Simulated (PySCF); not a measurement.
## Two-dimensional NMR puzzle

Compound of formula C5H10O2Si. Correlations simulated from computed shifts and the bond graph:

HSQC (one-bond C–H):
```csv
δH,δC
4.53,78.7
4.32,89.2
3.78,89.2
3.37,78.7
1.77,23.9
1.10,15.5
```

COSY cross peaks (H two or three bonds apart, from the bond graph; peaks can be absent where the dihedral angle is near 90°):
```csv
δH,δH
4.53,3.37
4.53,1.77
4.32,3.78
4.14,3.88
4.14,1.77
3.88,1.77
3.37,1.77
1.77,1.10
```

HMBC (two and three bonds, from the bond graph):
```csv
δH,δC
4.53,"89.2, 23.9, 15.5"
4.32,"248.6, 78.7"
4.14,"248.6, 89.2, 78.7, 23.9, 15.5"
3.88,"248.6, 89.2, 78.7, 23.9, 15.5"
3.78,"248.6, 78.7"
3.37,"89.2, 23.9, 15.5"
1.77,"248.6, 78.7, 15.5"
1.10,"78.7, 23.9"
```

Carbons without hydrogens: δ 248.6.

[PySCF 2.14: NMR shieldings at PBE0/pcSseg-1/GIAO; geometry from GFN2-xTB; single conformer; no solvent; fast rotation and ring inversion assumed for equivalent nuclei; relativity neglected]

Scale: TMS for 1H and 13C (reference shieldings calculated alike).

Exchangeable hydrogens are left out of these lists.

Question: Which molecule is this?

Answer: SMILES C[C@@H]1COCC(=O)[SiH2]1.

Atoms are numbered as in `[CH3:1][C@@H:2]1[CH2:3][O:4][CH2:5][C:6](=[O:7])[SiH2:8]1` (H(Xn): hydrogen on atom n). Ha(C3), Ha(C5), Ha(Si8) are cis to C1 on the ring; Hb(C3), Hb(C5), Hb(Si8) are trans to C1 on the ring.

- δC 248.6 is C6, a carbonyl carbon.
- δC 89.2 is C5, an sp3 CH2 bonded to O, α to a carbonyl (δH 3.78, 4.32).
- δC 78.7 is C3, an sp3 CH2 bonded to O (δH 4.53, 3.37).
- δC 23.9 is C2, an sp3 CH bonded to Si (δH 1.77).
- δC 15.5 is C1, a methyl carbon (δH 1.10).
- HMBC from δH 4.32 reaches the proton-free carbon C6.
- HMBC from δH 4.14 reaches the proton-free carbon C6.
- HMBC from δH 3.88 reaches the proton-free carbon C6.
- HMBC from δH 3.78 reaches the proton-free carbon C6.
- COSY links 4.53–3.37, 4.53–1.77, 4.32–3.78, 4.14–3.88, 4.14–1.77, 3.88–1.77.

The data come from this structure; uniqueness wasn't tested.

Shifts are as computed. Against solution values, carbons near 30 ppm lie about +3 ppm off and those near 130 ppm about +5 ppm. Of 1309 compounds with measured shifts, 239 miss one by over three times the rms of a fit or turn the order of signals round; such compounds aren't used in these exercises.
